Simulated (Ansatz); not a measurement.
System: SbF3, net charge -1, doublet state. 
Structure (B3LYP-D3(BJ)/def2-TZVP (Ansatz, a quantum-chemistry and plane-wave program) minimum search):
```
Sb
F 1 1.9607
F 1 2.0862 2 85.76
F 1 2.0862 2 85.76 3 180.00
```
Charge -1, spin multiplicity 2.

Total electronic energies in hartree. Valence correlation only, unless marked. Open shells are spin-unrestricted. No spin-orbit coupling. Frozen are the shells of the preceding noble gas and the d and f shells that filled before the atom's block. Past Kr the def2 sets carry scalar-relativistic core potentials. STO-3G rows are all-electron and non-relativistic. CBS marks a two-point X^-3 extrapolation of the correlation energy; Hartree-Fock from the larger set. [CCSD(T)-MP2]/basis is that difference in the basis named.

```json
[
 {"level": "HF/def2-SVP", "program": "Ansatz", "energy (Eh)": "-537.40283"},
 {"level": "HF/def2-TZVPPD", "program": "Ansatz", "energy (Eh)": "-537.82579"},
 {"level": "HF/def2-QZVPP", "program": "Ansatz", "energy (Eh)": "-537.84106"},
 {"level": "RI-HF/def2-TZVPPD", "program": "Ansatz", "energy (Eh)": "-537.82568"},
 {"level": "revPBE-D3(BJ)/def2-TZVPD", "program": "Ansatz + dftd3", "energy (Eh)": "-540.02258"},
 {"level": "r2SCAN/def2-TZVPD", "program": "Ansatz", "energy (Eh)": "-540.04263"},
 {"level": "B3LYP-D4/def2-TZVPD", "program": "Ansatz + dftd4", "energy (Eh)": "[?]"},
 {"level": "PBE0-D4/def2-TZVP", "program": "Ansatz + dftd4", "energy (Eh)": "-539.77823"},
 {"level": "CAM-B3LYP-D3(BJ)/def2-TZVPD", "program": "Ansatz + dftd3", "energy (Eh)": "-540.00196"},
 {"level": "LC-wPBE-D4/def2-TZVPD", "program": "Ansatz + dftd4", "energy (Eh)": "-539.94361"},
 {"level": "LC-wPBE/def2-TZVPD", "program": "Ansatz", "energy (Eh)": "-539.94039"},
 {"level": "PBE-QIDH/def2-TZVPD", "program": "Ansatz", "energy (Eh)": "-539.46779"},
 {"level": "RI-MP2/def2-TZVPPD", "program": "Ansatz", "energy (Eh)": "-538.72624"},
 {"level": "CCSD(T)/STO-3G", "program": "Ansatz", "energy (Eh)": "-6545.29318"},
 {"level": "RI-MP2/CBS(def2-TZVPPD,def2-QZVPPD)+[CCSD(T)-MP2]/def2-SVPD", "program": "Ansatz", "energy (Eh)": "-538.9059"}
]
```

Q: Fill in the missing entries.

A: 
- B3LYP-D4/def2-TZVPD, energy (Eh): -540.15982
